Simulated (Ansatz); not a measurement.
Cost and result for the atomization energy of C$_{4}$H$_{7}$AlO, SMILES `C#C[CH2][AlH][CH2]O` (13 atoms, 12 bonds).

```xyz
13

C    -1.590   -0.582    2.210
C    -0.670   -1.020    1.573
C     0.432   -1.515    0.787
Al    1.013   -0.408   -0.738
C     0.279    1.302   -1.377
O    -0.839    1.760   -0.635
H    -2.405   -0.186    2.767
H     0.201   -2.508    0.378
H     1.320   -1.665    1.415
H     2.250   -0.979   -1.565
H     0.036    1.171   -2.446
H     1.107    2.033   -1.365
H    -1.134    2.597   -1.004
```

The species carries charge 0 and has multiplicity 1. Geometry: relaxed with PBE0-D4/def2-TZVP. It is one conformer, not always the lowest. Program: Ansatz. All runs use 4 threads of an AMD EPYC 9R45 on a shared host. Times are those of one run each, without the atoms' runs, and a repeat can differ threefold. Electronic energies, without spin–orbit coupling; frozen cores. CCSD(T)/CBS adds CCSD(T) − MP2 in def2-TZVPP to the MP2 limit, and its time is that of the two runs behind it. T1 = 0.011. B3LYP takes the VWN-RPA correlation (the form of Gaussian; ORCA's B3LYP/G).

CCSD(T)/CBS is a level of theory with its own doubt, some kJ/mol a heavy atom from the limit and from the frozen cores, so smaller differences don't rank the functionals.

| level | functions | wall time | atomization (kcal/mol) | difference from CCSD(T)/CBS | per bond |
| --- | --- | --- | --- | --- | --- |
| PBE-D4/def2-TZVPP (with forces) | 295 | 1.1 s | 1226.8 | 29.5 | 2.5 |
| PBE0-D4/def2-TZVPP | 295 | 1.4 s | 1202.3 | 5.0 | 0.4 |
| r2SCAN-D4/def2-TZVPP (with forces) | 295 | 1.8 s | 1200.8 | 3.5 | 0.3 |
| B3LYP-D4/def2-TZVPP (with forces) | 295 | 2.2 s | 1196.7 | -0.6 | -0.1 |
| B2PLYP/def2-TZVPP | 295 | 2.6 s | 1186.1 | -11.2 | -0.9 |
| ωB97X-V/def2-TZVPP | 295 | 3.2 s | 1197.3 | 0.0 | 0.0 |
| ωB97M-V/def2-TZVPP (with forces) | 295 | 4.5 s | 1200.9 | 3.6 | 0.3 |
| MP2/def2-QZVPP | 565 | 12 s | 1210.2 | 12.9 | 1.1 |
| CCSD(T)/def2-TZVPP | 295 | 3.1 min | 1165.8 | -31.5 | -2.6 |
| CCSD(T)/CBS(def2) | – | 3.3 min | 1197.3 | 0.0 | 0.0 |

From PBE to PBE0 (25 % exact exchange), in def2-TZVPP and without D4, the atomization energy moves by −23.7 kcal/mol: exact exchange takes away binding that semilocal exchange gives to molecules. In def2-TZVPP, CCSD(T) changes the Hartree–Fock value by +300.3 kcal/mol (the triples alone add +19.6 kcal/mol) and MP2 by +326.1 kcal/mol; breaking electron pairs costs correlation energy, which Hartree–Fock lacks. The D4 term adds +9.3 kcal/mol with B3LYP and +5.0 kcal/mol with PBE0; it sums over pairs of atoms, weighted by their polarisabilities, and B3LYP, whose exchange is more repulsive, gets the larger term.
